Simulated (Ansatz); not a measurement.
HLiO (SMILES [Li][OH]), singlet, geometry from GFN2-xTB (such geometries of metal compounds can be far from the true shape). Base run: PBE/aug-cc-pVDZ (Ansatz, a quantum-chemistry and plane-wave program).

Ansatz was given this input:
Ansatz 0.2 input:
```yaml
crystal:
  periodic: [false, false, false]
  atoms:
    - {symbol: Li, position_ang: [-0.00000000, -0.00000000, -1.22243847]}
    - {symbol: O, position_ang: [0.00000000, 0.00000000, 0.30206210]}
    - {symbol: H, position_ang: [0.00000000, 0.00000000, 1.25081859]}
basis:
  gaussian:
    orbitals: aug-cc-pVDZ
hamiltonian:
  xc: pbe
```

Variants of this job, named by their change:

```csv
change,basis functions,E (Eh)
base,55,-83.28341
basis = cc-pVTZ-DK; relativity = none,74,-83.30045
basis = cc-pVDZ-DK; relativity = spin-free X2C; nucleus = Gaussian,33,-83.32127
basis = cc-pVTZ-DK; relativity = spin-free X2C; nucleus = Gaussian,74,-83.35704
basis = cc-pVTZ-DK; relativity = spin-free X2C,74,-83.35706
basis = cc-pVDZ-DK; relativity = spin-free X2C,33,-83.32128
basis = x2c-TZVPall; relativity = none,51,-83.30298
basis = cc-pVDZ-DK; relativity = none,33,-83.26448
basis = x2c-TZVPall; relativity = spin-free X2C; nucleus = Gaussian,51,-83.35934
basis = x2c-TZVPall; relativity = spin-free X2C,51,-83.35935
```

Absolute energies of different levels of theory aren't comparable as measures of quality.

Ansatz warned in this series: the basis is contracted for relativity, which the run leaves out.

Basis sets contracted for a relativistic Hamiltonian are a mismatch without it, so the rows without relativity aren't non-relativistic limits. No row has spin-orbit coupling; sets with core potentials leave out the core electrons.
